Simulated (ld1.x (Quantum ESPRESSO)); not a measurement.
Logarithmic derivatives: In (Z = 49), ultrasoft

| Item | Value |
| --- | --- |
| Element | indium (In) |
| Generator | ld1.x (Quantum ESPRESSO) 7.5 |
| Type | ultrasoft |
| Functional | LDA (PZ) |
| Relativity | scalar-relativistic |
| Frozen core | [Kr] 4d10 |
| Valence charge | 3 |
| Reference configuration | 5s2 5p1 |
| Partial waves | 5s (bound): rcut 1.80, rcutus 2.25 bohr; 5s channel at -0.15 Ry: rcut 1.80, rcutus 2.25 bohr; 5p (bound): rcut 2.65, rcutus 2.80 bohr; 5p channel at 2.95 Ry: rcut 2.65, rcutus 2.80 bohr; 5d channel at 0.45 Ry: rcut 1.85, rcutus 2.45 bohr |
| Local potential | all-electron potential smoothed inside 1.70 bohr (lloc = -1) |
| Core correction | a·sin(br)/r model core inside 1.35 bohr |
| Augmentation charge | PSQ, inside the norm-conserving radii |

The phase is arctan(r·u′/u) with u = r·R(r), unwrapped; energies in Ry, scanned from -3 to 5 Ry. A pole is an energy at which the radial function vanishes at the test radius. The pseudo phase is shifted by a multiple of π to meet the all-electron one at the reference energy, and phase errors are pseudo minus all-electron; the curves can meet again beyond the range given. Levels narrower than the energy grid can be missing from the lists of poles. Where the grid stepped over a known ghost or core level, its pole and its step of π were put in at the level’s energy.

For each channel, where are the poles, and over which energies does the pseudopotential scatter like the atom?

| channel | radius (bohr) | reference energy (Ry) | poles, all-electron | poles, pseudo | unbroken range about the reference energy with phases within 0.05 rad | phase error 1 Ry above the reference energy (rad) |
| --- | --- | --- | --- | --- | --- | --- |
| s | 3.05 | -0.62 | 0.17 | -1.03, 0.17 | above -1.0 | -0.000 |
| p | 3.05 | -0.20 | 1.15 | 1.14, 4.75 | below 3.6 | -0.001 |
| d | 3.05 | 0.45 | -1.33, 2.96 | 1.45, 4.70 | -1.0 to 0.7 | -0.466 |

Note: ghost state, extra bound levels that the all-electron valence spectrum of the same l lacks: s at -14.0 eV. A true bound ghost makes a file unfit for plane-wave use.

Phases in the s channel:

```json
{"E (Ry)": "-3.00", "all-electron": "1.346", "pseudo": "4.487"}
{"E (Ry)": "-2.76", "all-electron": "1.331", "pseudo": "4.472"}
{"E (Ry)": "-2.52", "all-electron": "1.312", "pseudo": "4.454"}
{"E (Ry)": "-2.28", "all-electron": "1.289", "pseudo": "4.431"}
{"E (Ry)": "-2.04", "all-electron": "1.258", "pseudo": "4.399"}
{"E (Ry)": "-1.80", "all-electron": "1.213", "pseudo": "4.354"}
{"E (Ry)": "-1.56", "all-electron": "1.143", "pseudo": "4.285"}
{"E (Ry)": "-1.32", "all-electron": "1.019", "pseudo": "4.160"}
{"E (Ry)": "-1.08", "all-electron": "0.736", "pseudo": "3.869"}
{"E (Ry)": "-0.84", "all-electron": "-0.056", "pseudo": "-0.056"}
{"E (Ry)": "-0.60", "all-electron": "-0.978", "pseudo": "-0.978"}
{"E (Ry)": "-0.36", "all-electron": "-1.326", "pseudo": "-1.326"}
{"E (Ry)": "-0.12", "all-electron": "-1.474", "pseudo": "-1.474"}
{"E (Ry)": "0.12", "all-electron": "-1.558", "pseudo": "-1.558"}
{"E (Ry)": "0.36", "all-electron": "-1.615", "pseudo": "-1.615"}
{"E (Ry)": "0.60", "all-electron": "-1.661", "pseudo": "-1.661"}
{"E (Ry)": "0.84", "all-electron": "-1.703", "pseudo": "-1.703"}
{"E (Ry)": "1.08", "all-electron": "-1.744", "pseudo": "-1.744"}
{"E (Ry)": "1.32", "all-electron": "-1.790", "pseudo": "-1.790"}
{"E (Ry)": "1.56", "all-electron": "-1.846", "pseudo": "-1.846"}
{"E (Ry)": "1.80", "all-electron": "-1.921", "pseudo": "-1.921"}
{"E (Ry)": "2.04", "all-electron": "-2.033", "pseudo": "-2.034"}
{"E (Ry)": "2.28", "all-electron": "-2.225", "pseudo": "-2.228"}
{"E (Ry)": "2.52", "all-electron": "-2.598", "pseudo": "-2.605"}
{"E (Ry)": "2.76", "all-electron": "-3.256", "pseudo": "-3.269"}
{"E (Ry)": "3.00", "all-electron": "-3.859", "pseudo": "-3.870"}
{"E (Ry)": "3.24", "all-electron": "-4.179", "pseudo": "-4.186"}
{"E (Ry)": "3.48", "all-electron": "-4.346", "pseudo": "-4.351"}
{"E (Ry)": "3.72", "all-electron": "-4.444", "pseudo": "-4.449"}
{"E (Ry)": "3.96", "all-electron": "-4.509", "pseudo": "-4.513"}
{"E (Ry)": "4.20", "all-electron": "-4.555", "pseudo": "-4.558"}
{"E (Ry)": "4.44", "all-electron": "-4.590", "pseudo": "-4.593"}
{"E (Ry)": "4.68", "all-electron": "-4.617", "pseudo": "-4.621"}
{"E (Ry)": "4.92", "all-electron": "-4.640", "pseudo": "-4.644"}
```
